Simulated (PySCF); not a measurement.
Telling isomers of C₅H₉N₃Si apart by NMR

Theory: NMR shieldings at PBE0/pcSseg-1/GIAO, structure optimised with PBE0-D3(BJ)/def2-SVP, in PySCF 2.14 (one computed conformer, no solvent model, non-relativistic, rapidly exchanging positions averaged).

δ = σ(ref) − σ, references computed at the same level: TMS for ¹H (31.27 ppm) and ¹³C (184.41 ppm). Where no couplings were computed, multiplicities follow the n + 1 count of equivalent neighbours, and m marks all less simple cases (inequivalent or close neighbours, rings, F or P nearby). Shifts are as computed. Against solution values, carbons near 30 ppm lie about +2 ppm off and those near 130 ppm about +5 ppm. Of 1313 compounds with measured shifts, 239 miss one by over three times the rms of a fit or turn the order of signals round; such compounds aren't used in these exercises.

(1) Tabulate the signals of `C=CCn1ncc([SiH3])n1`, `[SiH3]n1nncc1C1CC1` and their relative energies.

(2) What is the quickest way to tell C=CCn1ncc([SiH3])n1 from [SiH3]n1nncc1C1CC1?

## Answers

(1) 
```json
{"SMILES": "C=CCn1ncc([SiH3])n1", "carbon types": "1×C 2×CH 2×CH2", "δC": "147.9, 143.2, 138.1, 126.8, 60.0", "δH": "7.78 (s, 1H), 6.38 (m, 1H), 5.65 (m, 1H), 5.49 (m, 1H), 4.82 (d, 2H), 4.48 (s, 3H)", "E rel. (kcal/mol)": "4.8"}
{"SMILES": "[SiH3]n1nncc1C1CC1", "carbon types": "1×C 2×CH 2×CH2", "δC": "149.6, 136.4, 7.6, 6.2", "δH": "7.45 (s, 1H), 5.22 (s, 3H), 1.76 (m, 1H), 0.95 (m, 2H), 0.66 (m, 2H)", "E rel. (kcal/mol)": "0.0"}
```

Energies are electronic energies at PBE0/pcSseg-1 on these geometries, without zero-point or thermal terms, each for the one conformer computed, which needn't be the lowest.

(2) Count the carbon signals: 5 against 4. The first has a terminal =CH2 carbon at 126.8 ppm, the second a three-membered-ring carbon (CH) at 6.2 ppm. Their most deshielded carbons lie at 147.9 and 149.6 ppm.
